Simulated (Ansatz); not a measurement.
Ansatz (a program for electronic structure) input (B2PLYP/def2-TZVPD):

Ansatz 0.2 input:
```yaml
crystal:
  periodic: [false, false, false]
  atoms:
    - {symbol: Sn, position_ang: [-0.00000000, -0.00000000, -0.57849087]}
    - {symbol: Cl, position_ang: [0.00000000, 0.00000000, 1.70144373]}
basis:
  gaussian:
    orbitals: def2-TZVPD
hamiltonian:
  xc: {name: B2PLYP}
total_charge: 1
magnetization: {spin_polarized: false}
correlation: {electrons: outside_noble_gas}
```

End of the output:

```
integrals: 0.06 GiB planned
783 factors; integrals over basis functions are off by at most 1.1e-3 eV
mean field: 0.33 GiB planned
mean field evaluation 1: about -18329.8575 eV, gradient 4.3e1 eV
mean field evaluation 2: about -18329.9449 eV, gradient 4.3e1 eV
mean field evaluation 4: about -18335.0685 eV, gradient 6.0e0 eV
mean field evaluation 8: about -18335.1789 eV, gradient 7.6e-1 eV
mean field evaluation 16: about -18335.1805 eV, gradient 6.5e-5 eV
mean field -18335.18047092 eV, -673.8054542746 hartree, gradient 8.9e-6 eV, S^2 0.000000; 0 other end points of the search recorded, 0 dependent functions left out
14 core orbitals not correlated
reference -18335.18060689 eV, -673.8054592715 hartree; 5, 5 occupied and 83, 83 virtual orbitals, 783 factors
second order -8.19777594 eV of doubles, -0.00000000 eV of singles
Total energy: -18337.39400640 eV, -673.8868002030 hartree
```
